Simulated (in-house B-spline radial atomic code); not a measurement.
A fraction x of an electron is added to 5s in neutral silver, starting from [Kr] 4d10 5s1 and keeping the highest spin. Computed with a radial B-spline atomic code at the basis-set limit: scalar-relativistic (X2C) PW91, spin-polarised, spherical fractional occupations, Fermi nucleus of rms radius 4.5454 fm.

```
  x  E(x) - E(0) (eV)  5s down level (eV)
  0            0.0000                   -
0.1           -0.3749              -3.461
0.2           -0.6925              -2.894
0.3           -0.9543              -2.347
0.4           -1.1624              -1.819
0.5                 ?                   ?
0.6                 ?                   ?
0.7           -1.4827              -0.347
```

(1) What belongs in the row x = 0.5?

(2) What belongs in the row x = 0.6?

(3) Check Janak's theorem between x = 0.1 and 0.2.

(4) Up to what added charge does this functional bind the extra electron?

Answers

(1) An energy change of -1.3186 eV; 5s down at -1.308 eV.

(2) An energy change of -1.4247 eV; 5s down at -0.817 eV.

(3) The slope of the energy is -3.18 eV; the orbital levels give -3.18 eV (ε of the filling orbital, averaged over the two points).

(4) The highest level rises by about 4.7 eV per electron near x = 0.7 and would reach zero near x = 0.77, so a whole extra electron isn't bound at the basis-set limit.
